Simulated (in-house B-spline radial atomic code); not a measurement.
Configurations of Sr⁺, with energies counted from [Kr] 5s1. Level of theory: Dirac-Hartree-Fock, average of configuration, Fermi nucleus of rms radius 4.224 fm; calculated with a radial B-spline atomic code at the basis-set limit. Energies include first-order Breit, QED and recoil terms.

Occupations are held fixed; configurations that lie above the ionisation limit could autoionise.

| configuration | E - E(ref) (eV) | highest orbital | its <r> (bohr) |
| --- | --- | --- | --- |
| [Kr] 7p1 | 7.9845 | 7p3/2 | 16.31 |
| [Kr] 9f1 | 9.7628 | 9f5/2 | 57.46 |
| [Ar] 3d10 4s2 4p5 5s1 5d1 | 29.823 | 5d5/2 | 7.506 |
| [Ar] 3d10 4s2 4p5 5s1 5g1 | 32.266 | 5g9/2 | 13.72 |
| [Ar] 3d10 4s2 4p5 5s1 7d1 | 32.626 | 7d5/2 | 21.07 |
| [Ar] 3d10 4s2 4p5 5s1 9d1 | 33.472 | 9d5/2 | 40.55 |
| [Ar] 3d10 4s2 4p5 5s1 9f1 | 33.761 | 9f5/2 | 56.52 |
| [Ar] 3d9 4s2 4p6 5s2 | 137.22 | 5s1/2 | 3.663 |
| [Ne] 3s2 3p5 3d10 4s2 4p6 4f1 5s1 | 287.75 | 4f5/2 | 8.564 |
| [Ne] 3s2 3p5 3d10 4s2 4p6 5s1 9g1 | 290.56 | 9g9/2 | 55.66 |

Question: Order these further configurations by energy, lowest first.
A. [Ne] 3s2 3p5 3d10 4s2 4p6 5s1 5f1
B. [Ne] 3s2 3p5 3d10 4s2 4p6 5s2
C. [Ar] 3d9 4s2 4p6 5s1 8p1
D. [Ar] 3d9 4s2 4p6 5s1 9f1
E. [Ar] 3d9 4s2 4p6 5s1 5f1

Answer: E (146.72 eV), C (147.21 eV), D (148.27 eV), B (279.5 eV), A (289 eV).

Question: How far above the reference does [Kr] 7s1 lie?

Answer: 7.5316 eV; its least bound orbital is 7s1/2 with <r> = 14.13 bohr.

Question: How far above the reference does [Kr] 8g1 lie?

Answer: 9.5871 eV; its least bound orbital is 8g7/2 with <r> = 42.99 bohr.

Question: How far above the reference does [Kr] 8p1 lie?

Answer: 8.7724 eV; its least bound orbital is 8p3/2 with <r> = 24.17 bohr.

Question: One of these lies 2.743 eV from the reference. Which?
A. [Kr] 5p1
B. [Kr] 7f1
C. [Ar] 3d10 4s2 4p5 5s1 7g1

Answer: A.
